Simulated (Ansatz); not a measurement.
The same path of a periodic cell of 15 atoms, W (host W, host structure bcc, one W atom removed) was run twice with different band settings. Lost on the way: W4–W5, W4–W6, W4–W8, W4–W11. Made: W4–W12, W4–W13, W4–W14, W4–W15.

Method: DFT PBEsol, scalar-relativistic, plane waves, PAW in Ansatz 0.2.0. Settings: PAW set soft_1, cutoff 420 eV, k mesh 3x3x3, gaussian smearing 0.15 eV, no spin polarisation.

Relaxed end points:

```xyz
15
Lattice="6.3200 0.0000 0.0000 0.0000 6.3200 0.0000 0.0000 0.0000 6.3200" Properties=species:S:1:pos:R:3
W 3.153 0.012 0.012
W -0.007 3.172 0.012
W -0.007 0.012 3.172
W 1.561 1.580 1.580
W 3.153 3.172 0.012
W 3.153 0.012 3.172
W 4.745 1.580 1.580
W -0.007 3.172 3.172
W 1.561 4.764 1.580
W 1.561 1.580 4.764
W 3.153 3.172 3.172
W 4.745 4.764 1.579
W 4.745 1.580 4.764
W 1.560 4.765 4.765
W 4.745 4.764 4.764
```

```xyz
15
Lattice="6.3200 0.0000 0.0000 0.0000 6.3200 0.0000 0.0000 0.0000 6.3200" Properties=species:S:1:pos:R:3
W 3.148 0.012 0.012
W 0.012 3.148 0.012
W 0.012 0.012 3.148
W 0.012 0.012 0.012
W 3.148 3.148 0.012
W 3.148 0.012 3.148
W 4.740 1.580 1.580
W 0.012 3.148 3.148
W 1.580 4.740 1.580
W 1.580 1.580 4.740
W 3.148 3.148 3.148
W 4.740 4.740 1.580
W 4.740 1.580 4.740
W 1.580 4.740 4.740
W 4.740 4.740 4.740
```

Common settings: climbing image yes; spring 5.0 eV/Å²; optimiser quadratic models (default); end points relaxed.

| run | movable images | start path | force threshold | iteration limit |
| --- | --- | --- | --- | --- |
| 1 | 5 | IDPP | 0.03 eV/Å | 41 |
| 2 | 3 | default | 0.2 eV/Å | 50 |

Task: What does each run give, and how far can it be trusted?

Result: Run 1: converged after 7 iterations, highest image 1.546 eV above the first end. By the program's own check the climbing image is a first-order saddle point (lowest curvatures found: -3.10 and 8.49 eV/Å²).
Run 2: converged after 4 iterations, highest image 1.544 eV above the first end. The threshold of 0.2 eV/Å is loose, so the images may lie well off the minimum-energy path. Neighbouring images differ by up to 1.3 eV, so the band resolves the path poorly. The order of the stationary point at the top wasn't checked.
Limits of this set-up: coarse k mesh, PAW files made for another functional.
